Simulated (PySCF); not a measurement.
C₂F₃N, singlet, at a GFN2-xTB geometry; M062X/STO-3G (PySCF).

The PySCF input:
```python
from pyscf import gto, scf, dft

mol = gto.Mole()
mol.atom = '''
    C    -0.000324    0.003260   -0.307768
    C     0.001231   -0.012387    1.169363
    F    -0.008066    1.253823   -0.776566
    F     1.081443   -0.608086   -0.797436
    F    -1.075871   -0.620639   -0.795299
    N     0.002429   -0.024446    2.307734
'''
mol.basis = 'sto-3g'
mol.charge = 0
mol.spin = 0
mol.verbose = 4
mol.build()

mf = dft.RKS(mol)
mf.xc = 'm062x'
mf.grids.becke_scheme = dft.gen_grid.stratmann
mf.kernel()
```

The log (banner, timings and long lists left out):

```
PySCF version 2.14.0

[INPUT] verbose = 4
[INPUT] num. atoms = 6
[INPUT] num. electrons = 46
[INPUT] charge = 0
[INPUT] spin (= nelec alpha-beta = 2S) = 0
[INPUT] symmetry False subgroup None
[INPUT] Mole.unit = angstrom
[INPUT] Symbol           X                Y                Z      unit          X                Y                Z       unit  Magmom
[INPUT]  1 C     -0.000324000000   0.003260000000  -0.307768000000 AA   -0.000612271264   0.006160507166  -0.581597229905 Bohr   0.0
[INPUT]  2 C      0.001231000000  -0.012387000000   1.169363000000 AA    0.002326252859  -0.023408037505   2.209775810200 Bohr   0.0
[INPUT]  3 F     -0.008066000000   1.253823000000  -0.776566000000 AA   -0.015242530921   2.369382078681  -1.467497057649 Bohr   0.0
[INPUT]  4 F      1.081443000000  -0.608086000000  -0.797436000000 AA    2.043631089328  -1.149116000182  -1.506935641869 Bohr   0.0
[INPUT]  5 F     -1.075871000000  -0.620639000000  -0.795299000000 AA   -2.033101535362  -1.172837732224  -1.502897297140 Bohr   0.0
[INPUT]  6 N      0.002429000000  -0.024446000000   2.307734000000 AA    0.004590144757  -0.046196244841   4.360985228347 Bohr   0.0

nuclear repulsion = 231.590146213412
number of shells = 18
number of NR pGTOs = 90
number of NR cGTOs = 30
basis = sto-3g
ecp = {}

******** <class 'pyscf.dft.rks.RKS'> ********
method = RKS
initial guess = minao
damping factor = 0
level_shift factor = 0
DIIS = <class 'pyscf.scf.diis.CDIIS'>
diis_start_cycle = 1
diis_space = 8
diis_damp = 0
SCF conv_tol = 1e-09
SCF conv_tol_grad = None
SCF max_cycles = 50
direct_scf = True
direct_scf_tol = 1e-13
XC library pyscf.dft.libxc version 7.1.2
    S. Lehtola, C. Steigemann, M. J. T. Oliveira, and M. A. L. Marques,  SoftwareX 7, 1–5 (2018)
XC functionals = m062x
    Y. Zhao and D. G. Truhlar,  Theor. Chem. Acc. 120, 215 (2008)
    Y. Zhao and D. G. Truhlar,  Theor. Chem. Acc. 120, 215 (2008)
radial grids:
    Treutler-Ahlrichs [JCP 102, 346 (1995); DOI:10.1063/1.469408] (M4) radial grids

becke partition: Stratmann, Scuseria, Frisch. CPL, 257, 213 (1996); DOI:10.1016/0009-2614(96)00600-8
pruning grids: <function nwchem_prune>
grids dens level: 3
symmetrized grids: False
atomic radii adjust function: <function treutler_atomic_radii_adjust>
small_rho_cutoff = 0
Set gradient conv threshold to 3.16228e-05
Initial guess from minao.
tot grids = 84928
init E= -425.541076616259
  HOMO = -0.405606080651159  LUMO = 0.0177590829904907  gap/eV = 11.52035
cycle= 1 E= -424.153765892848  delta_E= 1.39  |g|= 0.973  |ddm|= 3.67
  HOMO = -0.29501128583846  LUMO = 0.128817510413929  gap/eV = 11.53297
cycle= 2 E= -424.050787908098  delta_E= 0.103  |g|= 1.23  |ddm|= 2.32
  HOMO = -0.331839800769774  LUMO = 0.141466049967056  gap/eV = 12.87931
cycle= 3 E= -424.423331761581  delta_E= -0.373  |g|= 0.253  |ddm|= 1.41
  HOMO = -0.343789568428971  LUMO = 0.154236704379963  gap/eV = 13.55199
cycle= 4 E= -424.440352941108  delta_E= -0.017  |g|= 0.023  |ddm|= 0.262
  HOMO = -0.34567331241728  LUMO = 0.156175692836807  gap/eV = 13.65601
cycle= 5 E= -424.440558896119  delta_E= -0.000206  |g|= 0.00302  |ddm|= 0.0473
  HOMO = -0.345468084282478  LUMO = 0.155979899116937  gap/eV = 13.64509
cycle= 6 E= -424.44056343846  delta_E= -4.54e-06  |g|= 0.000268  |ddm|= 0.0082
  HOMO = -0.345484135977183  LUMO = 0.155980751382827  gap/eV = 13.64555
cycle= 7 E= -424.44056347572  delta_E= -3.73e-08  |g|= 2.35e-05  |ddm|= 0.000685
  HOMO = -0.345484253040164  LUMO = 0.155978707434522  gap/eV = 13.64550
cycle= 8 E= -424.440563476026  delta_E= -3.06e-10  |g|= 7.03e-06  |ddm|= 6.85e-05
  HOMO = -0.345484711158709  LUMO = 0.155980767828496  gap/eV = 13.64557
Extra cycle  E= -424.440563476014  delta_E= 1.19e-11  |g|= 1.03e-05  |ddm|= 1.87e-05
converged SCF energy = -424.440563476014
```
